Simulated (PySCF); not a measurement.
Run record for `O=C[SiH2]C#[C][GeH3]`: KT3/def2-SVPD, IEF-PCM methanol, fitting basis def2-qzvpp-jkfit, TDA, 3 singlets.

Method: TDA KT3/def2-SVPD, vertical, IEF-PCM methanol (non-equilibrium linear response), core orbitals frozen in the response (PySCF 2.14.0, density-fitted response routines). Geometry: GFN2-xTB. A driver script takes a list of jobs; this job's settings line and coordinates (Å) are shown.

Command:
```bash
OMP_NUM_THREADS=1 python probes_run.py task.json out
```

Input:
```
{"job": {"kind": "uv", "xc": "KT3", "basis": "def2-SVPD", "solvent": "methanol", "nstates": 3, "ntriplets": 2, "tda": true, "scf": {"aux": "def2-qzvpp-jkfit"}}, "charge": 0, "multiplicity": 1}
O     -3.488383     1.469916    -0.429580
C     -2.676976     0.813470     0.170339
Si    -1.781668    -0.724233    -0.560079
C      0.009550    -0.424407    -0.210398
C      1.182466    -0.215389     0.014442
Ge     3.014805     0.112182     0.368676
H     -2.420902     1.095234     1.216485
H     -2.038419    -0.815552    -1.994140
H     -2.238836    -1.893007     0.198312
H      3.173090     1.516817     0.841561
H      3.475014    -0.838293     1.420801
H      3.791458    -0.097425    -0.885928
```

Output:
```
final grid: 102032 points
cycle   1  E = -2572.1388566955  dE = -2.465e-02  |g| = 8.460e-01  |ddm| = 5.774e+00
cycle   2  E = -2571.2556329280  dE =  8.832e-01  |g| = 2.100e+00  |ddm| = 4.071e+00
cycle   3  E = -2572.2809307961  dE = -1.025e+00  |g| = 2.590e-01  |ddm| = 3.373e+00
cycle   4  E = -2572.2936206903  dE = -1.269e-02  |g| = 1.407e-01  |ddm| = 5.430e-01
cycle   5  E = -2572.2973212641  dE = -3.701e-03  |g| = 8.404e-02  |ddm| = 2.712e-01
cycle   6  E = -2572.2991387574  dE = -1.817e-03  |g| = 1.739e-02  |ddm| = 1.458e-01
cycle   7  E = -2572.2992289106  dE = -9.015e-05  |g| = 3.199e-03  |ddm| = 4.381e-02
cycle   8  E = -2572.2992313784  dE = -2.468e-06  |g| = 8.942e-04  |ddm| = 6.663e-03
cycle   9  E = -2572.2992315852  dE = -2.069e-07  |g| = 1.867e-04  |ddm| = 1.923e-03
cycle  10  E = -2572.2992315955  dE = -1.022e-08  |g| = 4.748e-05  |ddm| = 5.292e-04
cycle  11  E = -2572.2992315959  dE = -4.175e-10  |g| = 1.764e-05  |ddm| = 1.441e-04
converged SCF energy = -2572.2992315959

Static polarisability (au): isotropic 132.022, principal 102.984 114.344 178.738

Singlet excitations
state   eV       nm        f      main configurations
  1   3.3523    369.8   0.01160   H->L 0.99
  2   4.3363    285.9   0.00187   H-1->L 0.99
  3   4.5284    273.8   0.00320   H-2->L 0.86, H->L+1 0.12

Triplet excitations (Tamm-Dancoff, eV): 2.6771 4.2301
```

H and L stand for HOMO and LUMO; the number after each pair is its weight.

Task: Give the mean polarisability as a volume in Å³, and the ratio of the largest to the smallest principal value.

Result: 132.022 au × 0.148185 = 19.56 Å³; 178.738/102.984 = 1.74.

Task: Which computed singlet has the largest oscillator strength, and what do all of them sum to?

Result: State 1 at 3.35 eV (370 nm), f = 0.012; the 3 states sum to 0.017.

In short: SCF converged in 11 cycles with 193 basis and 804 fitting functions; HOMO -5.92 eV, LUMO -2.79 eV; lowest singlet 3.35 eV; lowest triplet 2.68 eV (Tamm–Dancoff); mean polarisability 132.0 au.

The species at its GFN2-xTB geometry (one conformer only). The KT3/def2-SVPD calculation is non-relativistic and has no spin–orbit coupling, an omission that weighs most on germanium.

Cost: about 50 s of CPU time on one thread; the machine was shared, so the figure is rough.

The values belong to the conformer `[O:1]=[CH:2][SiH2:3][C:4]#[C:5][GeH3:6]`: O1–C2–Si3–C4 130°.
